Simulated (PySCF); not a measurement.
SMILES [CH3][Ga]([CH](C)C)[CH3] (C5H13Ga) (GFN2-xTB optimised geometry):

```
19

Ga     0.156    -0.698     0.000
C      2.210    -0.698     0.000
H      2.617    -0.021    -0.755
H      2.590    -1.703    -0.204
H      2.610    -0.383     0.968
C     -0.856    -2.486    -0.007
H     -1.866    -2.391     0.400
H     -0.320    -3.232     0.587
H     -0.945    -2.883    -1.022
C     -0.904     1.100     0.000
C     -1.964     1.079    -1.106
C      0.054     2.280    -0.167
H     -1.429     1.219     0.960
H     -2.581     1.979    -1.078
H     -1.491     1.022    -2.089
H     -2.617     0.211    -0.991
H      0.803     2.277     0.627
H     -0.481     3.232    -0.132
H      0.573     2.217    -1.125
```

Method: CAM-B3LYP/def2-SVP in PySCF.

**Question.** What are the frontier orbital energies and the dipole moment?

**Answer.** HOMO-2 -10.61 eV, HOMO-1 -8.66 eV, HOMO -7.91 eV, LUMO 0.17 eV, LUMO+1 1.64 eV; dipole moment 0.10 D.

Meta-Löwdin charges at CAM-B3LYP/def2-SVP: Ga1 0.58, C2 -0.51, H3 0.10, H4 0.10, H5 0.11, C6 -0.51, H7 0.10, H8 0.10, H9 0.11, C10 -0.23, C11 -0.28, C12 -0.27, H13 0.08, H14 0.09, H15 0.08, H16 0.09, H17 0.09, H18 0.08, H19 0.08.
